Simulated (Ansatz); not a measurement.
Relaxation of F3H5OSi2 (11 atoms, charge 0, multiplicity 1), to a largest force component of 0.03 eV/Å in at most 50 steps.

Method: RHF/def2-SVP (Ansatz).

```xyz
11
Properties=species:S:1:pos:R:3:forces:R:3
Si -0.139 0.111 0.037 -0.27 0.09 0.75
O -0.306 -0.048 1.671 0.06 0.03 -0.91
Si -1.420 -0.331 2.875 0.03 0.04 0.04
H -2.562 -1.091 2.331 -0.01 0.00 0.00
H -0.731 -1.121 3.916 -0.02 0.00 -0.01
H -1.883 0.949 3.441 0.01 0.01 -0.01
H 1.236 0.289 -0.376 0.00 0.00 0.01
F -0.979 1.393 -0.409 0.01 0.03 0.04
F -0.852 -1.104 -0.698 0.05 -0.04 0.03
F 1.440 -1.993 0.986 0.10 0.01 0.32
H 1.322 -1.540 1.764 0.02 -0.17 -0.26
```

Problem. Where does it end, and by what steps?

Solution. The run converged. The force dipped under the threshold on the way, but the program's further checks kept it going. After 16 steps the energy has fallen by 0.096 eV; F10 moved furthest, 0.66 Å.

| step | energy less start (eV) | largest force component (eV/Å) | accepted |
| --- | --- | --- | --- |
| 0 | 0.0000 | 0.913 | yes |
| 1 | -0.0234 | 1.082 | yes |
| 2 | -0.0245 | 1.253 | yes |
| 3 | -0.0356 | 0.944 | yes |
| 4 | -0.0478 | 0.157 | yes |
| 5 | -0.0570 | 0.314 | yes |
| 6 | -0.0719 | 0.105 | yes |
| 7 | -0.0731 | 0.495 | yes |
| 8 | -0.0789 | 0.634 | yes |
| 9 | -0.0920 | 0.115 | yes |
| 10 | -0.0938 | 0.022 | yes |
| 11 | -0.0943 | 0.103 | yes |
| 12 | -0.0945 | 0.060 | yes |
| 13 | -0.0948 | 0.044 | yes |
| 14 | -0.0953 | 0.045 | yes |
| 15 | -0.0955 | 0.042 | yes |
| 16 | -0.0956 | 0.030 | yes |

```xyz
11
Properties=species:S:1:pos:R:3
Si -0.243 0.084 -0.021
O -0.365 -0.413 1.523
Si -1.410 -0.349 2.835
H -2.765 -0.732 2.398
H -0.891 -1.302 3.832
H -1.412 1.022 3.380
H 1.108 0.467 -0.377
F -1.237 1.318 -0.206
F -0.771 -1.065 -0.984
F 1.929 -1.963 1.423
H 1.183 -1.553 1.732
```

Whether the end is a true minimum wasn't checked by a vibrational analysis.

Time of the run: 24 s on 2 threads of Arm Neoverse V2 (shared host), peak memory 0.25 GiB.
